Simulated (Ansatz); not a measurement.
Isomers of C₃H₅FSi, relaxed with PBE0-D4/def2-TZVP in Ansatz; electronic energies, one conformer each and not always the lowest. Functionals use def2-TZVPP; CBS adds triple-zeta CCSD(T) − MP2 to the MP2 limit of def2-TZVPP and def2-QZVPP.

(1) Order them by energy at frozen-core CCSD(T)/CBS, lowest first. (An estimate is asked.)
A. `C#CC[SiH2]F`
B. `FC1C=C[SiH2]1`
C. `F/C=C1/C[SiH2]1`
D. `CC1=C[SiH]1F`
E. `CC1=C(F)[SiH2]1`
F. `F[SiH]1C=CC1`
G. `FC1([SiH3])C=C1`
H. `FC1C=C1[SiH3]`

(2) How do HF/CBS(def2), B2PLYP, r2SCAN-D4, B3LYP-D4 place them (kcal/mol, against `F[SiH]1C=CC1`)? (Estimate.)

Results:

(1) F (0.0 kcal/mol), D (17.6 kcal/mol), A (19.1 kcal/mol), B (58.2 kcal/mol), E (72.4 kcal/mol), C (75.1 kcal/mol), H (80.7 kcal/mol), G (88.5 kcal/mol).

(2) Ansatz gave: 
```json
{"isomer": "`FC1([SiH3])C=C1`", "HF/CBS(def2)": "88.7", "B2PLYP": "86.7", "r2SCAN-D4": "85.4", "B3LYP-D4": "84.2"}
{"isomer": "`CC1=C[SiH]1F`", "HF/CBS(def2)": "17.0", "B2PLYP": "16.3", "r2SCAN-D4": "15.5", "B3LYP-D4": "15.8"}
{"isomer": "`FC1C=C1[SiH3]`", "HF/CBS(def2)": "78.9", "B2PLYP": "78.2", "r2SCAN-D4": "77.4", "B3LYP-D4": "76.2"}
{"isomer": "`CC1=C(F)[SiH2]1`", "HF/CBS(def2)": "73.4", "B2PLYP": "69.6", "r2SCAN-D4": "67.4", "B3LYP-D4": "67.5"}
{"isomer": "`C#CC[SiH2]F`", "HF/CBS(def2)": "14.9", "B2PLYP": "17.2", "r2SCAN-D4": "21.4", "B3LYP-D4": "17.6"}
{"isomer": "`F/C=C1/C[SiH2]1`", "HF/CBS(def2)": "77.8", "B2PLYP": "72.3", "r2SCAN-D4": "69.5", "B3LYP-D4": "69.5"}
{"isomer": "`FC1C=C[SiH2]1`", "HF/CBS(def2)": "58.2", "B2PLYP": "57.4", "r2SCAN-D4": "56.8", "B3LYP-D4": "55.5"}
```

B3LYP here is the variant with VWN-RPA as its local correlation; programs differ in this.
